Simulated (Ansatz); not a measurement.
A calculation with Ansatz (development build ahead of 0.2.0).

```yaml
crystal:
  periodic: [false, false, false]
  atoms:
    - { symbol: Fe, position_ang: [0.0, 0.0, 0.0] }
basis:
  gaussian: { orbitals: def2-SVP }
total_charge: -1
magnetization:
  spin_polarized: true
  initial_magnetization: 3
hamiltonian:
  xc: pbe0
output:
  forces: true
```

The input is written out in the form of the current development build from the run's settings.

Results

```
Converged                       : yes
Total energy                    : -1263.22330 hartree
Spin squared of the determinant : 3.761
Stability test                  : minimum
```

Forces (eV/Å):
```json
{"atom": "Fe1", "Fx": "0.000", "Fy": "0.000", "Fz": "0.000"}
```

Caution: no diffuse functions for an anion.
